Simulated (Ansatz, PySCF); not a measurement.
Species: germanium monotelluride, GeTe (charge 0, singlet). 
Coordinates optimised at B3LYP-D3(BJ)/def2-TZVP (Ansatz, a first-principles code):
```xyz
2

Ge     0.0000     0.0000    -1.4601
Te     0.0000     0.0000     0.8985
```
Charge 0, spin multiplicity 1.

Dipole moments at this geometry, in debye (magnitudes).

```json
[
 {"level": "SVWN5/def2-TZVPD", "program": "Ansatz", "dipole (D)": "1.07"},
 {"level": "B97M-V/def2-TZVPD", "program": "Ansatz", "dipole (D)": "1.12"},
 {"level": "B3LYP/def2-TZVPD", "program": "PySCF", "dipole (D)": "___"},
 {"level": "PBE0/def2-TZVPD", "program": "Ansatz", "dipole (D)": "1.33"},
 {"level": "CAM-B3LYP/def2-TZVPD", "program": "Ansatz", "dipole (D)": "1.53"},
 {"level": "CCSD(T)/def2-SVPD", "program": "Ansatz", "dipole (D)": "___"}
]
```

Task: Fill in the missing entries.

Result: 
- B3LYP/def2-TZVPD, dipole (D): 1.31
- CCSD(T)/def2-SVPD, dipole (D): 0.86
